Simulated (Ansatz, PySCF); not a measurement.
Here is a job for Ansatz (a first-principles code).
Ansatz 0.2 input:
```yaml
crystal:
  periodic: [false, false, false]
  atoms:
    - {symbol: Be, position_ang: [-0.05315013, 0.26940729, 0.24031424]}
    - {symbol: H, position_ang: [0.48591557, -1.04044807, 0.16569329]}
    - {symbol: H, position_ang: [-0.27331505, -0.03718111, -1.12695024]}
basis:
  gaussian:
    orbitals: STO-3G
hamiltonian:
  xc: {name: wB97X}
magnetization: {spin_polarized: true, initial_magnetization: 2}
accuracy: high
```

**Question.** Write the same job for PySCF.

**Answer.** One answer among several that fit: 
```python
from pyscf import gto, scf, dft

mol = gto.M(
    atom='''
Be   -0.053150    0.269407    0.240314
H     0.485916   -1.040448    0.165693
H    -0.273315   -0.037181   -1.126950
''',
    basis='sto-3g',
    charge=0,
    spin=2,
    verbose=4,
)

mf = dft.UKS(mol)
mf.xc = 'wb97x'
mf.grids.atom_grid = (99, 590)
mf.grids.prune = None
mf.kernel()
```

Both were run: Ansatz gave -15.527635 Eh and PySCF -15.527634 Eh, 0.000 mEh apart.
